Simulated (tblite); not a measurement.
Isomers of C7H11FO. Level: GFN2-xTB in tblite, geometry and Hessian alike; calculated harmonic values, unscaled, isolated species. The method is semi-empirical: single wavenumbers can be off by several per cent or more. One conformer each.

Electronic energies: GFN2-xTB at the same geometries; isomer energies are rough at this level and their order can be wrong.

```json
{"SMILES": "C#CC[C@@](C)(CF)OC", "electronic energy, lowest = 0 (kcal/mol)": "54.5"}
{"SMILES": "CC1(C)C[C@]1(C)C(=O)F", "electronic energy, lowest = 0 (kcal/mol)": "10.3"}
{"SMILES": "C[C@@H]1[C@@H](C)C[C@H]1C(=O)F", "electronic energy, lowest = 0 (kcal/mol)": "5.5"}
{"SMILES": "C=C[C@](C)(CC)C(=O)F", "electronic energy, lowest = 0 (kcal/mol)": "23.2"}
{"SMILES": "CCC(=CC(=O)F)CC", "electronic energy, lowest = 0 (kcal/mol)": "14.1"}
{"SMILES": "C[C@]1(CF)CCCC1=O", "electronic energy, lowest = 0 (kcal/mol)": "0.0"}
{"SMILES": "C=CCC(C)(C)C(=O)F", "electronic energy, lowest = 0 (kcal/mol)": "21.7"}
```

Task: How do GFN2-xTB zero-point energies change the relative energies?

Result: 
```tsv
SMILES	ZPE (kcal/mol)	of it from modes above 1550 cm⁻¹	electronic (kcal/mol)	with ZPE, lowest = 0 (kcal/mol)	lowest mode (cm⁻¹)	rings
C[C@]1(CF)CCCC1=O	104.8	49.8	0.0	0.0	67	1
C[C@@H]1[C@@H](C)C[C@H]1C(=O)F	104.4	50.1	5.5	5.1	29	1
CC1(C)C[C@]1(C)C(=O)F	103.4	50.6	10.3	8.9	67	1
CCC(=CC(=O)F)CC	103.5	52.5	14.1	12.8	51	0
C=CCC(C)(C)C(=O)F	102.7	53.0	21.7	19.6	42	0
C=C[C@](C)(CC)C(=O)F	102.7	53.0	23.2	21.1	47	0
C#CC[C@@](C)(CF)OC	101.5	50.9	54.5	51.2	51	0
```

The zero-point energies span 3.3 kcal/mol, from `C#CC[C@@](C)(CF)OC` to `C[C@]1(CF)CCCC1=O`. The order is unchanged.

Task: What do entropy and thermal enthalpy add at 298.15 K and 1 bar (rigid rotor, harmonic oscillator, one conformer each)?

Result: 
| SMILES | point group | symmetry number | S (cal/(mol K)) | H − H(0) (kcal/mol) | ZPE + H − H(0) − TS (kcal/mol) |
| --- | --- | --- | --- | --- | --- |
| C[C@]1(CF)CCCC1=O | C1 | 1 | 93.4 | 6.38 | 83.3 |
| C[C@@H]1[C@@H](C)C[C@H]1C(=O)F | C1 | 1 | 98.5 | 6.70 | 81.7 |
| CC1(C)C[C@]1(C)C(=O)F | C1 | 1 | 97.1 | 7.00 | 81.5 |
| CCC(=CC(=O)F)CC | C1 | 1 | 100.8 | 7.16 | 80.6 |
| C=CCC(C)(C)C(=O)F | C1 | 1 | 101.0 | 7.28 | 79.9 |
| C=C[C@](C)(CC)C(=O)F | C1 | 1 | 101.0 | 7.33 | 79.9 |
| C#CC[C@@](C)(CF)OC | C1 | 1 | 102.2 | 7.54 | 78.6 |
